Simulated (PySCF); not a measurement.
CHO3 (SMILES O=C([O-])O), charge -1, singlet, at a GFN2-xTB geometry (in this run its highest filled SCF level lies above zero, so its values depend strongly on the basis, on diffuse functions most of all); PySCF with DF-B3LYP/cc-pVDZ.

Input for PySCF:
```python
from pyscf import gto, scf, dft

mol = gto.M(
    atom='''
O     1.13393356   -0.59547373    0.06006873
C    -0.17204899    0.04624794   -0.01054587
O    -0.11749047    1.27346465    0.03311655
O    -1.10808714   -0.72896887   -0.10125746
H     1.76544629    0.13033604    0.12785263
''',
    basis='cc-pvdz',
    charge=-1,
    verbose=4,
)

mf = dft.RKS(mol)
mf.xc = 'b3lyp'
mf = mf.density_fit(auxbasis='def2-universal-jkfit')
mf.kernel()
```

Problem. Predict the main parts of the log of this PySCF run.

Solution. 
```
PySCF version 2.14.0

[INPUT] verbose = 4
[INPUT] num. atoms = 5
[INPUT] num. electrons = 32
[INPUT] charge = -1
[INPUT] spin (= nelec alpha-beta = 2S) = 0
[INPUT] symmetry False subgroup None
[INPUT] Mole.unit = angstrom
[INPUT] Symbol           X                Y                Z      unit          X                Y                Z       unit  Magmom
[INPUT]  1 O      1.133933560000  -0.595473730000   0.060068730000 AA    2.142823871853  -1.125282264073   0.113513448350 Bohr   0.0
[INPUT]  2 C     -0.172048990000   0.046247940000  -0.010545870000 AA   -0.325125471108   0.087395940425  -0.019928806045 Bohr   0.0
[INPUT]  3 O     -0.117490470000   1.273464650000   0.033116550000 AA   -0.222024810546   2.406499417815   0.062581209690 Bohr   0.0
[INPUT]  4 O     -1.108087140000  -0.728968870000  -0.101257460000 AA   -2.093981216753  -1.377551517634  -0.191348867469 Bohr   0.0
[INPUT]  5 H      1.765446290000   0.130336040000   0.127852630000 AA    3.336209975729   0.246299419760   0.241606455005 Bohr   0.0

nuclear repulsion = 113.519576379816
number of shells = 23
number of NR pGTOs = 111
number of NR cGTOs = 61
basis = cc-pvdz
ecp = {}

******** <class 'pyscf.df.df_jk.DFRKS'> ********
method = DFRKS
initial guess = minao
damping factor = 0
level_shift factor = 0
DIIS = <class 'pyscf.scf.diis.CDIIS'>
diis_start_cycle = 1
diis_space = 8
diis_damp = 0
SCF conv_tol = 1e-09
SCF conv_tol_grad = None
SCF max_cycles = 50
direct_scf = False
XC library pyscf.dft.libxc version 7.1.2
    S. Lehtola, C. Steigemann, M. J. T. Oliveira, and M. A. L. Marques,  SoftwareX 7, 1–5 (2018)
XC functionals = b3lyp
    P. J. Stephens, F. J. Devlin, C. F. Chabalowski, and M. J. Frisch,  J. Phys. Chem. 98, 11623 (1994)
radial grids:
    Treutler-Ahlrichs [JCP 102, 346 (1995); DOI:10.1063/1.469408] (M4) radial grids

becke partition: Becke, JCP 88, 2547 (1988); DOI:10.1063/1.454033
pruning grids: <function nwchem_prune>
grids dens level: 3
symmetrized grids: False
atomic radii adjust function: <function treutler_atomic_radii_adjust>
small_rho_cutoff = 0
Set gradient conv threshold to 3.16228e-05
Initial guess from minao.
tot grids = 66176
******** <class 'pyscf.df.df.DF'> ********
auxbasis = def2-universal-jkfit
init E= -264.927362271283
  HOMO = -0.389739332637236  LUMO = -0.0166326663304233  gap/eV = 10.15275
cycle= 1 E= -264.163442720129  delta_E= 0.764  |g|= 1.25  |ddm|= 2.33
  HOMO = 0.170769809878634  LUMO = 0.274432396819397  gap/eV = 2.82080
cycle= 2 E= -263.831712034762  delta_E= 0.332  |g|= 1.85  |ddm|= 2.03
  HOMO = 0.0100224962743156  LUMO = 0.271217445793416  gap/eV = 7.10748
cycle= 3 E= -264.440405132007  delta_E= -0.609  |g|= 0.178  |ddm|= 1.26
  HOMO = 0.00381932557117892  LUMO = 0.2615970554619  gap/eV = 7.01449
cycle= 4 E= -264.445827439334  delta_E= -0.00542  |g|= 0.0726  |ddm|= 0.169
  HOMO = -7.24683084389888e-05  LUMO = 0.263998735265811  gap/eV = 7.18574
cycle= 5 E= -264.446664800458  delta_E= -0.000837  |g|= 0.023  |ddm|= 0.0557
  HOMO = 0.00239556443683187  LUMO = 0.26369333270634  gap/eV = 7.11027
cycle= 6 E= -264.446769674692  delta_E= -0.000105  |g|= 0.00539  |ddm|= 0.019
  HOMO = 0.0025173641575047  LUMO = 0.263811341484065  gap/eV = 7.11017
cycle= 7 E= -264.446774018106  delta_E= -4.34e-06  |g|= 0.0026  |ddm|= 0.00518
  HOMO = 0.00230282470372511  LUMO = 0.26393573879839  gap/eV = 7.11939
cycle= 8 E= -264.446775293218  delta_E= -1.28e-06  |g|= 0.000158  |ddm|= 0.00188
  HOMO = 0.00228175614849357  LUMO = 0.263927767100696  gap/eV = 7.11975
cycle= 9 E= -264.446775298862  delta_E= -5.64e-09  |g|= 2.47e-05  |ddm|= 0.000185
  HOMO = 0.00228238158216287  LUMO = 0.263930557291084  gap/eV = 7.11981
cycle= 10 E= -264.446775298984  delta_E= -1.22e-10  |g|= 3.22e-06  |ddm|= 2.54e-05
  HOMO = 0.00228332673828024  LUMO = 0.263929933421181  gap/eV = 7.11977
Extra cycle  E= -264.446775298987  delta_E= -2.84e-12  |g|= 2.8e-06  |ddm|= 5.83e-06
converged SCF energy = -264.446775298987
```
